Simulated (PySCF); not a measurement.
Compound: C₃H₁₀OSi.
Numbering: `[CH3:1][CH:2]([CH3:3])[O:4][SiH3:5]` (hydrogens: H6, H7, H8 on C1; H9 on C2; H10, H11, H12 on C3; H13, H14, H15 on Si5)

The same species was optimised twice, with GFN2-xTB and with PBE0-D3(BJ)/def2-SVP (PySCF), and the same property calculations (PySCF, gas phase) were run on both structures.

```tsv
coordinate	GFN2-xTB	PBE0-D3(BJ)/def2-SVP	change
O4–Si5 (Å)	1.613	1.662	+0.049
Si5–H14 (Å)	1.453	1.488	+0.035
Si5–H13 (Å)	1.468	1.499	+0.031
Si5–H15 (Å)	1.468	1.497	+0.029
C2–O4 (Å)	1.402	1.416	+0.014
C1–H8 (Å)	1.087	1.101	+0.014
C1–H6 (Å)	1.087	1.100	+0.013
C1–H7 (Å)	1.087	1.101	+0.014
C3–H12 (Å)	1.087	1.101	+0.014
C3–H11 (Å)	1.087	1.100	+0.013
C3–H10 (Å)	1.087	1.099	+0.012
C2–C3 (Å)	1.526	1.515	-0.011
C2–H9 (Å)	1.101	1.110	+0.009
C1–C2 (Å)	1.526	1.520	-0.006
O4–Si5–H14 (°)	99.4	106.8	+7.4
C2–O4–Si5 (°)	131.9	125.7	-6.2
H14–Si5–H15 (°)	112.6	109.1	-3.5
H13–Si5–H14 (°)	113.6	110.3	-3.3
O4–Si5–H13 (°)	111.4	110.0	-1.4
C2–C1–H8 (°)	110.0	111.3	+1.3
C1–C2–C3 (°)	111.3	112.6	+1.3
H6–C1–H8 (°)	109.0	107.8	-1.2
C1–C2–O4–Si5 (°)	65	76	+11
```

Rotational constants: A = 7528, B = 2296, C = 1897 MHz (GFN2-xTB) against A = 7369, B = 2267, C = 1880 MHz (PBE0-D3(BJ)/def2-SVP). Point groups within 0.08 Å: C1 and C1.

On the GFN2-xTB structure: C1s of C1 (eV) 290.58 [delta-SCF UKS SCAN, pcX-2 on the ionised atom, pcseg-1 elsewhere, spin-free X2C]; C1s of C2 (eV) 292.24 [delta-SCF UKS SCAN, pcX-2 on the ionised atom, pcseg-1 elsewhere, spin-free X2C]; O1s of O4 (eV) 537.78 [delta-SCF UKS SCAN, pcX-2 on the ionised atom, pcseg-1 elsewhere, spin-free X2C]; Si1s of Si5 (eV) 1846.92 [delta-SCF UKS SCAN, pcX-2 on the ionised atom, pcseg-1 elsewhere, spin-free X2C]; Si2p of Si5 (eV) 107.30 [delta-SCF UKS SCAN, pcX-2 on the ionised atom, pcseg-1 elsewhere, spin-free X2C].

What do these properties become on the PBE0-D3(BJ)/def2-SVP structure?

```tsv
property	level	on GFN2-xTB	on PBE0-D3(BJ)/def2-SVP	change
C1s of C1 (eV)	delta-SCF UKS SCAN, pcX-2 on the ionised atom, pcseg-1 elsewhere, spin-free X2C	290.58	290.66	+0.08
C1s of C2 (eV)	delta-SCF UKS SCAN, pcX-2 on the ionised atom, pcseg-1 elsewhere, spin-free X2C	292.24	292.26	+0.02
O1s of O4 (eV)	delta-SCF UKS SCAN, pcX-2 on the ionised atom, pcseg-1 elsewhere, spin-free X2C	537.78	537.75	-0.03
Si1s of Si5 (eV)	delta-SCF UKS SCAN, pcX-2 on the ionised atom, pcseg-1 elsewhere, spin-free X2C	1846.92	1847.19	+0.27
Si2p of Si5 (eV)	delta-SCF UKS SCAN, pcX-2 on the ionised atom, pcseg-1 elsewhere, spin-free X2C	107.30	107.51	+0.21
```

The heavy atoms differ by 0.077 Å rms after alignment. Among all bonds O4–Si5 changes most (+0.049 Å). Changes are differences of the printed values. Neither structure is proved a minimum here.

Conformer computed: `[CH3:1][CH:2]([CH3:3])[O:4][SiH3:5]`: C1–C2–O4–Si5 76°.
